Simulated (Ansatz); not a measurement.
One geometry of the cluster Cu4Se2, several levels of theory.

```yaml
crystal:
  periodic: [false, false, false]
  atoms:
    - {symbol: Cu, position_ang: [-0.544787, 0.973736, -0.758974]}
    - {symbol: Cu, position_ang: [-0.768025, 0.277250, 1.673578]}
    - {symbol: Cu, position_ang: [0.139343, -1.274665, -0.426074]}
    - {symbol: Cu, position_ang: [1.624675, 0.358799, 0.829158]}
    - {symbol: Se, position_ang: [-2.145513, -0.683240, 0.132006]}
    - {symbol: Se, position_ang: [1.694286, 0.348121, -1.449684]}
basis:
  gaussian: {orbitals: 6-31G}
hamiltonian: {xc: {name: B3LYP}, dispersion: d4}
scf: {omitted_lower_state_checks: [starts]}
output: {orbitals: {seedname: orbitals}}
```

The file start.molden holds the orbitals of an earlier run on this structure, at another level or in another basis.

```sh
$ ansatz run in.yaml --threads 4 --pin off --events-out ev --progress --plain --max-ram 4787MiB
```

Shortened log:

```
Functional definition: B3LYP
  name "B3LYP"
  cite "Stephens, Devlin, Chabalowski & Frisch, J. Phys. Chem. 98, 11623 (1994) doi:10.1021/j100096a001"
  cite "Becke, Phys. Rev. A 38, 3098 (1988) doi:10.1103/PhysRevA.38.3098"
  cite "Lee, Yang & Parr, Phys. Rev. B 37, 785 (1988) doi:10.1103/PhysRevB.37.785"
  cite "Vosko, Wilk & Nusair, Can. J. Phys. 58, 1200 (1980) doi:10.1139/p80-159"
  parameter a0 = 0.2
  parameter ax = 0.72
  parameter ac = 0.81
  exchange = (1 - a0 - ax)*slater_x + ax*b88_x + a0*exact_x
  correlation = (1 - ac)*vwn_rpa_c + ac*lyp_c
these checks for a lower state are left out or cut short: starts
1628 factors; integrals over basis functions are off by at most 4.0e-4 eV
mean field evaluation 1: about -309211.0950 eV, gradient 8.2e1 eV
mean field evaluation 2: about -307878.7675 eV, gradient 8.5e2 eV
mean field evaluation 4: about -309190.0003 eV, gradient 1.4e2 eV
mean field evaluation 8: about -309220.2298 eV, gradient 4.0e-1 eV
mean field -309220.23087831 eV, -11363.6338877775 hartree, gradient 3.8e-5 eV, S^2 0.000000; 0 other end points of the search recorded, 0 dependent functions left out
reference -309220.23110131 eV, -11363.6338959726 hartree; 92, 92 occupied and 82, 82 virtual orbitals, 1628 factors
Total energy: -309221.01651948 eV, -11363.6627595579 hartree
Checks for a lower state left out: starts
```

Run time 3.7 s (4 threads of AMD EPYC 9R45 on a shared host), peak host memory 0.78 GiB.

The first input with `gaussian: {orbitals: def2-TZVP, initial_orbitals: start.molden}`, `hamiltonian: {xc: pbe0, dispersion: d4}` (abridged; 6.5 s):

```
Functional definition: PBE0
mean field -309226.66371940 eV, -11363.8702903271 hartree, gradient 5.3e-5 eV, S^2 0.000000
Total energy: -309227.06297830 eV, -11363.8849628210 hartree
Checks for a lower state left out: starts
```

First input, but with `gaussian: {orbitals: def2-TZVPD, initial_orbitals: start.molden}`, `hamiltonian: {xc: pbe, dispersion: d4}` (abridged; 3.1 s):

```
Functional definition: PBE
mean field -309223.59567299 eV, -11363.7575417011 hartree, gradient 2.4e-5 eV, S^2 0.000000
Total energy: -309224.06215901 eV, -11363.7746847463 hartree
Checks for a lower state left out: starts
```

The first input with `gaussian: {orbitals: def2-TZVPD, initial_orbitals: start.molden}`, `hamiltonian: {xc: {name: r2SCAN0}, dispersion: d4}` (abridged; 11 s):

```
Functional definition: r2SCAN0
mean field -309260.67473415 eV, -11365.1201720657 hartree, gradient 3.2e-5 eV, S^2 0.000000
Total energy: -309260.79164758 eV, -11365.1244685551 hartree
Checks for a lower state left out: starts
```

As the first input, with `gaussian: {orbitals: def2-TZVP, initial_orbitals: start.molden}`, `hamiltonian: {xc: {name: r2SCAN0}, dispersion: d4}` (abridged; 8.5 s):

```
Functional definition: r2SCAN0
mean field -309260.63242142 eV, -11365.1186171017 hartree, gradient 3.0e-5 eV, S^2 0.000000
Total energy: -309260.74932793 eV, -11365.1229133364 hartree
Checks for a lower state left out: starts
```

The first input with `gaussian: {orbitals: def2-TZVPD, initial_orbitals: start.molden}`, `hamiltonian: {xc: pbe0, dispersion: d4}` (abridged; 7.5 s):

```
Functional definition: PBE0
mean field -309226.71460093 eV, -11363.8721601889 hartree, gradient 4.1e-5 eV, S^2 0.000000
Total energy: -309227.11387134 eV, -11363.8868331057 hartree
Checks for a lower state left out: starts
```

As the first input, with `hamiltonian: {xc: hf}` (abridged; 2 s):

```
Functional definition: HF
mean field -308947.93446973 eV, -11353.6271793313 hartree, gradient 2.9e-5 eV, S^2 0.000000
Total energy: -308947.93446973 eV, -11353.6271793313 hartree
Checks for a lower state left out: starts
```

Geometry: B3LYP-D4/def2-SVP.

The 6-31G sets use Cartesian d functions. B3LYP takes the VWN-RPA correlation. This restricted singlet of an open-shell metal (gap down to 0.34 eV) wasn't tested against broken symmetry. Another isomer (singlet) lies 0.02 eV lower at PBE0-D4/def2-TZVP; other spin states weren't run for this one.
